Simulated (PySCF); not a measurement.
Sn(CF3)(OH)3 (CH3F3O3Sn), SMILES [OH][Sn]([OH])([OH])[C](F)(F)F. The structure is a stationary point at PBE-D3(BJ)/def2-SVP. The def2 effective core potentials stand for the cores of Sn; spin–orbit coupling is left out. The values are those of a single conformer.

Computed equilibrium geometry at PBE-D3(BJ)/def2-SVP (PySCF confirms it by a frequency run) as bond lengths and angles, and its point group (one conformer of several):
point group C3.
Atoms: O1 Sn2 O3 O4 C5 F6 F7 F8 H9 H10 H11. Bond lengths (Å): O1–Sn2 2.003, O1–H9 0.979, Sn2–O3 2.003, Sn2–O4 2.003, Sn2–C5 2.228, O3–H10 0.979, O4–H11 0.979, C5–F6 1.349, C5–F7 1.349, C5–F8 1.349. Bond angles (°): Sn2–O1–H9 107.6, O1–Sn2–O3 108.1, O1–Sn2–O4 108.1, O1–Sn2–C5 110.8, O3–Sn2–O4 108.1, O3–Sn2–C5 110.8, O4–Sn2–C5 110.8, Sn2–O3–H10 107.6, Sn2–O4–H11 107.6, Sn2–C5–F6 110.6, Sn2–C5–F7 110.6, Sn2–C5–F8 110.6, F6–C5–F7 108.3, F6–C5–F8 108.3, F7–C5–F8 108.3.
